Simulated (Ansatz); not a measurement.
Cost and result up the ladder for the cluster Au₃I₂ (5 atoms). Total charge 0; doublet. Geometry: PBE-D4/def2-SVP.

Cartesian coordinates in Å:
```
Au -0.9187 -0.7101 -1.3499
Au 1.2703 -1.8485 -0.3286
Au -0.1135 1.0468 0.7135
I 2.0518 -0.1045 1.7017
I -2.2899 1.6162 -0.7367
```

Ansatz on 4 threads of Intel Xeon on a shared host. Times are rough, and most runs start from the orbitals of an earlier one. ωB97M-V/def2-TZVP serves as the yardstick here, not as an exact answer. Differences are given only for rows in sets of like size (and for xTB, whose basis is part of the method), since another set adds its own error. Binding counts from free atoms at the same level (Au doublet, I doublet; other spins of the atoms weren't run), without zero-point energy or a counterpoise term.

In the def2 sets Au, I take a core potential; there is no spin–orbit coupling. HSE06 is defined as in plane-wave codes, on full-range PBE exchange. Correlated methods freeze 8 core orbitals; core or outer-core shells of Au, I are correlated, in sets that lack core-valence functions. No other spin state of charge 0 was run. The structure comes from a short search, and lower isomers may exist.

Correlated methods converge slowly with the basis.

```csv
level,functions,wall time,binding energy per atom (eV),difference from ωB97M-V/def2-TZVP (eV)
PBE-D4/def2-SVP,148,3.1 s,1.75,–
revPBE-D4/def2-TZVP,220,4.9 s,1.67,0.03
PBE0-D4/def2-SVP,148,5.5 s,1.63,–
PBE-D4/def2-TZVP (with forces),220,6 s,1.82,0.18
HSE06-D4/def2-TZVP,220,9.5 s,1.71,0.07
MP2/def2-TZVP,220,9.5 s,1.77,0.13
PBE0-D4/def2-TZVP,220,10 s,1.71,0.07
r2SCAN-D4/def2-TZVP,220,10 s,1.81,0.17
RPA@PBE/def2-TZVP,220,14 s,1.44,-0.20
ωB97M-V/def2-TZVP,220,29 s,1.64,0.00
```
